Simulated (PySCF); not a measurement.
LaCl: from constants to spectrum

UHF-CCSD(T) constants of LaCl, triplet, about 0.1 electrons in the 4f shell (Mulliken) (basis La x2c-TZVPall, Cl x2c-TZVPall; spin-free X2C with a Gaussian nucleus; PySCF 2.14; masses 138.9063 and 34.9689 u):

* ωe: 327.1 cm⁻¹
* ωexe: 0.882 cm⁻¹
* Be: 0.09106 cm⁻¹
* αe: 0.000325 cm⁻¹
* De to La (5d1 6s2) + Cl: 4.84 eV

Q: What force constant and bond length do these constants imply?

A: Reduced mass μred = 27.936 u; k = 5.8918×10⁻⁷·μred·ωe² (u, cm⁻¹, mdyn/Å) = 1.76 mdyn/Å; Re = √(16.8576/(μred·Be)) (u, cm⁻¹, Å) = 2.574 Å.

Q: Estimate the centrifugal constant D from the Kratzer relation and find the Dunham coefficient a1.

A: D = 4Be³/ωe² = 2.82e-08 cm⁻¹; a1 = −1 − αeωe/(6Be²) = -3.14.

Correlated steps freeze 23 core orbitals. Spin–orbit coupling is left out, which matters for elements this heavy, above all for dissociation energies. With d or f electrons several states lie close, and the lowest PBE0 determinant need not be the measured ground state.
